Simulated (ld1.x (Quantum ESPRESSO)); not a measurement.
**Al (Z = 13): ultrasoft pseudisation with LDA (PZ), fully relativistic reference atom.**

```
Element                 : aluminium
Generator               : ld1.x (Quantum ESPRESSO) 7.5
Type                    : ultrasoft
Functional              : LDA (PZ)
Relativity              : fully relativistic
Frozen core             : [Ne]
Valence charge          : 3
Reference configuration : 3s1.5 3p0 (charge +1.5)
Partial waves           : 3s (bound): rcut 1.80, rcutus 2.00 bohr; 3s channel at -1.05 Ry: rcut 1.80, rcutus 2.00 bohr; 3p (bound, empty): rcut 1.90, rcutus 2.35 bohr; 3p channel at 0.75 Ry: rcut 1.90, rcutus 2.35 bohr
Local potential         : all-electron potential smoothed inside 1.50 bohr (lloc = -1)
Core correction         : a·sin(br)/r model core, default radius (core density twice the valence density)
Augmentation charge     : PSQ, radius 1.60 bohr
```

Open shells are filled in proportion to 2j + 1 (rel_dist='average').

All-electron outer shells of the reference configuration (LDA (PZ), scalar-relativistic, ld1.x):

| shell | level (eV) | outermost node (bohr) | outermost maximum (bohr) |
| --- | --- | --- | --- |
| 3s | -19.35 | 0.80 | 1.96 |
| 3p | -13.18 | 0.81 | 2.28 |

Question: Estimate the cutoffs (Ry, on a coarse ladder) from which the occupation-weighted sum of valence levels, in a spherical-Bessel basis at the reference potential, stays within 10 and 1 mRy of its value at 400 Ry.

Answer: 6 Ry and 10 Ry.

Question: What does a ghost test show?

Answer: No extra level below or beside the all-electron valence levels (s, p1/2, p3/2, d, f tested).

Question: Is the overlap operator S = 1 + Σ q|β⟩⟨β| positive definite (Bessel basis up to 400 Ry)?

Answer: Yes: its lowest eigenvalue is 0.42 (s channel).

Question: Tests: 3s2 3p1; 3s2 3p0; 3s1 3p0; 3s0 3p3; 3s1 3p1; 3s2 3p1.3; 3s2 3p0.5. Which has the largest error in its energy relative to the reference configuration, and how large is it?

Answer: 3s0 3p3, with +2.4 meV (all-electron minus pseudo) on -3.90 eV.
